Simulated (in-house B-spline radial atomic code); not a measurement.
Results of a calculation; reference values are marked as such.
## Correlation energy from the adiabatic connection: −Z/r, Z = 3

Two electrons in a singlet, external potential −Z/r, Z = 3 (atomic units). Full CI in B-splines (partial waves to l = 8, correlation up to 0.6 % small) with the density held fixed gives W(λ) = <V_ee>_λ − U, and E_c is the integral of W(λ) − W(0) from 0 to 1.

| λ | W(λ) − W(0) (hartree) |
| --- | --- |
| 0 | 0.00000 |
| 0.02 | -0.00189 |
| 0.05 | -0.00470 |
| 0.12 | -0.01118 |
| 0.25 | -0.02288 |
| 0.4 | -0.03589 |
| 0.6 | -0.05244 |
| 0.8 | -0.06816 |
| 1 | -0.08310 |

Integrate the table by the trapezoid rule.

The strips give -0.00002, -0.00010, -0.00056, -0.00221, -0.00441, -0.00883, -0.01206, -0.01513, which sum to -0.04331 hartree. The direct value, W(1) − W(0) + T_c with T_c = 0.03973, is -0.04337; the curve is convex, so chords lie above it and the trapezoids fall short in size by 0.12 %.

Now use only three numbers: W(0) = -1.651, the initial slope W'(0) = -0.09476 (extrapolated from the first points) and the strong-coupling limit of the point-charge-plus-continuum model, W∞ = -2.3497. What do second-order theory and the interpolation W(λ) = W∞ + (W(0) − W∞)/√(1 + 2χλ) of Seidl, Perdew and Levy give?

Second order keeps the slope alone: E_c = W'(0)/2 = -0.04738, +9 % in size against -0.04337. Matching the slope fixes χ = W'(0)/(W∞ − W(0)) = -0.09476/(-0.69870) = 0.13562. Integrating, with s = √(1 + 2χ) = 1.127496, E_c = −(W(0) − W∞)(s − 1)/(s + 1) = −0.69870 × 0.127496/2.127496 = -0.04187 hartree, -3.4 % in size against the full result. At λ = 1 the formula gives W − W(0) = -0.07901 against -0.08310. Part of the miss can come from the model's W∞.
